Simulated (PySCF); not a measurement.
# 1,2-elimination

Start structure (BHClOF, closed shell), relaxed at PBE0-D4/def2-TZVP:

| atom | x (Å) | y (Å) | z (Å) |
| --- | --- | --- | --- |
| B1 | -0.1315 | -0.0345 | 0.3353 |
| Cl2 | 1.1218 | -1.2690 | 0.4635 |
| O3 | -0.3200 | 0.6899 | -0.7783 |
| H4 | 0.2868 | 0.4722 | -1.4896 |
| F5 | -0.9102 | 0.1829 | 1.3728 |

The step: BHClOF ([OH][B]([F])[Cl]) → BOF + HCl; bonds formed: Cl2–H4; bonds broken: B1–Cl2, O3–H4. PySCF 2.14 with density fitting (its default auxiliary sets; JK sets also for MP2 and CCSD(T)); basis: def2-TZVPP and def2-QZVPP; cores frozen in the correlated methods. Extrapolation: Hartree–Fock as exp(−7.88 √X), correlation as X^−2.97. Energies below are by CCSD(T) at an estimated basis limit (MP2 extrapolated from triple and quadruple zeta, plus CCSD(T) − MP2 in triple zeta).

(1) What are the electronic barrier and the energy of the step, from the start structure to the end structure? (To be estimated.)

No T1 diagnostic of these runs exceeds 0.016.

## Answers

(1) Computed: Barrier 2.485 eV; step energy 1.800 eV (uphill); reverse barrier, their difference, 0.685 eV. Barrier and step energy count from the start structure, the reverse barrier from the end structure.

The saddle point: One imaginary mode of 957i cm⁻¹.
```
  pair  start (Å)  saddle (Å)  end (Å)
Cl2–H4       2.75        1.44     1.29
B1–Cl2       1.76        2.28     4.28
 O3–H4       0.96        1.43     1.91
```

Zero-point energy (harmonic, PBE0-D4): ZPE is 0.634 eV at the start and 0.439 eV at the saddle, so the barrier goes from 2.485 to 2.289 eV.

First-order rate constant out of the start structure at 298 K by transition-state theory, with harmonic vibrational free energies alone and no tunnelling: ΔA‡ = 2.283 eV, so k = (kB T/h) exp(−ΔA‡/kB T) ≈ 10^-26 s⁻¹ (an order of magnitude at best: rotation, the number of equivalent paths and anharmonicity are left out).

Labels in which every atom is bracketed show which atoms are joined, not bond orders.

For scale, one of the runs: CCSD(T)/def2-TZVPP, 149 basis functions, launched by `OMP_NUM_THREADS=4 python run.py`. Hardware: 4 CPU threads of an Arm Neoverse V1, shared host. Wall time 2 min; peak host memory 1.2 GiB.
